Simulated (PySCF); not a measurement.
**Electric field gradients and quadrupole coupling constants**

Compound: C6H9Cl3Si.
Cartesian coordinates in Å at the GFN2-xTB level; atoms count from 1:
```xyz
19
C6H9Cl3Si angstrom
C     -0.7747   -1.7279    0.6744
C     -0.3334   -0.4917   -0.0549
C     -1.4257    0.4626   -0.4882
C     -1.7055    1.5664    0.5216
Cl    -0.2566    2.5421    0.8325
Cl    -2.2843    0.9312    2.0719
Cl    -2.9716    2.6559   -0.1197
C      0.9313   -0.2495   -0.3444
C      2.2583   -0.9157   -0.0974
Si     2.3444    0.7358   -1.0330
H     -1.5062   -2.2749    0.0804
H     -1.2380   -1.4720    1.6249
H      0.0780   -2.3731    0.8647
H     -1.1367    0.9508   -1.4218
H     -2.3587   -0.0821   -0.6481
H      2.5636   -0.9915    0.9390
H      2.4193   -1.8520   -0.6179
H      2.5803    0.6799   -2.4656
H      2.8066    1.9151   -0.3257
```

Field gradients from the PBE0/pcSseg-1 density (PySCF, non-relativistic), principal values in atomic units, ordered |Vxx| ≤ |Vyy| ≤ |Vzz|:

| atom | Vxx | Vyy | Vzz |
| --- | --- | --- | --- |
| Cl5 | -2.0758 | -2.2332 | 4.3090 |
| Cl6 | -2.0972 | -2.1454 | 4.2426 |
| Cl7 | -2.1167 | -2.1483 | 4.2650 |

Find the asymmetry η = (Vxx − Vyy)/Vzz and the couplings χ = eQV/h (234.96 MHz × Q in barn × V in au), with Q(35Cl) = −0.0817 b.

```json
{"atom": "Cl5", "environment": "chlorine of a CCl3 group", "nucleus": "35Cl", "η": "0.04", "χzz (MHz)": "-82.72", "χxx (MHz)": "39.85", "χyy (MHz)": "42.87"}
{"atom": "Cl6", "environment": "chlorine of a CCl3 group", "nucleus": "35Cl", "η": "0.01", "χzz (MHz)": "-81.44", "χxx (MHz)": "40.26", "χyy (MHz)": "41.18"}
{"atom": "Cl7", "environment": "chlorine of a CCl3 group", "nucleus": "35Cl", "η": "0.01", "χzz (MHz)": "-81.87", "χxx (MHz)": "40.63", "χyy (MHz)": "41.24"}
```

The gradient is axial or nearly so (η below 0.05) at Cl5, Cl6 and Cl7. 

What is Vzz at Cl5 in SI units (1 au = 9.71736 × 10²¹ V/m²)?

4.3090 au = 41.872 × 10²¹ V/m².

And the gradient at the other heavy atoms, for which no coupling is worked out here?

```tsv
atom	environment	Vzz (au)	η
C1	allylic carbon	0.079	0.56
C2	fully substituted alkene carbon	0.241	0.83
C3	allylic carbon	0.180	0.45
C4	CCl3 carbon	-0.372	0.04
C8	fully substituted alkene carbon	0.245	0.32
C9	sp3 carbon bound to silicon	0.122	0.30
Si10	SiH2 silicon	-0.211	0.39
```

What couplings would deuterons (Q(2H) = 0.00286 b) have in place of the hydrogens, at this geometry?

```json
{"atom": "H11", "bonded to": "C1", "bond length (Å)": "1.090", "Vzz (au)": "0.3117", "η": "0.03", "χzz (kHz)": "209"}
{"atom": "H12", "bonded to": "C1", "bond length (Å)": "1.088", "Vzz (au)": "0.3101", "η": "0.02", "χzz (kHz)": "208"}
{"atom": "H13", "bonded to": "C1", "bond length (Å)": "1.086", "Vzz (au)": "0.3161", "η": "0.02", "χzz (kHz)": "212"}
{"atom": "H14", "bonded to": "C3", "bond length (Å)": "1.092", "Vzz (au)": "0.2965", "η": "0.04", "χzz (kHz)": "199"}
{"atom": "H15", "bonded to": "C3", "bond length (Å)": "1.092", "Vzz (au)": "0.2969", "η": "0.04", "χzz (kHz)": "200"}
{"atom": "H16", "bonded to": "C9", "bond length (Å)": "1.083", "Vzz (au)": "0.3324", "η": "0.06", "χzz (kHz)": "223"}
{"atom": "H17", "bonded to": "C9", "bond length (Å)": "1.083", "Vzz (au)": "0.3328", "η": "0.07", "χzz (kHz)": "224"}
{"atom": "H18", "bonded to": "Si10", "bond length (Å)": "1.453", "Vzz (au)": "0.1713", "η": "0.05", "χzz (kHz)": "115"}
{"atom": "H19", "bonded to": "Si10", "bond length (Å)": "1.451", "Vzz (au)": "0.1729", "η": "0.05", "χzz (kHz)": "116"}
```

Isolated species at its GFN2-xTB geometry (one conformer only). GFN2-xTB bond lengths can be off by several hundredths of an ångström, more for odd bonds, and the gradients follow them. These gradients aren't converged with respect to the basis.
